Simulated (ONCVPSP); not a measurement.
**Building the ONCV potential for niobium (Nb) (LDA (Perdew-Zunger), scalar-relativistic).**

Nb, optimised norm-conserving Vanderbilt (ONCV), made with ONCVPSP 4.0.1 (LDA (Perdew-Zunger), scalar-relativistic). Core [Ar] 3d10, reference 4s2 4p6 4d4 5s1. Waves: 4s+5s: rc 1.55 bohr, ncon 3, nbas 7, qcut 6.1 1/bohr, 2 projectors; 4p: rc 1.60 bohr, ncon 4, nbas 7, qcut 10.7 1/bohr, 1 projector; 4d: rc 2.55 bohr, ncon 4, nbas 9, qcut 5.9 1/bohr, 1 projector. Local part: polynomial inside 1.25 bohr (lpopt 5, dvloc0 1 Ha). Core correction: Teter function, fcfact 3, rcfact 1.35.

- Cutoffs needed: 31 Ha and 38 Ha (the cutoffs (Ha) at which the residual kinetic energy of the hardest occupied pseudo-wave falls to 1 and 0.1 mHa per electron)
- Ghost test: no bound ghost flagged; GHOST(+) flagged for s at 183.5 eV
- Configuration tests: 2 of 4 tests not solved or not reliable
- rms error of d²Exc/dni dnj: 3.53 mHa without and 0.81 mHa with the model core
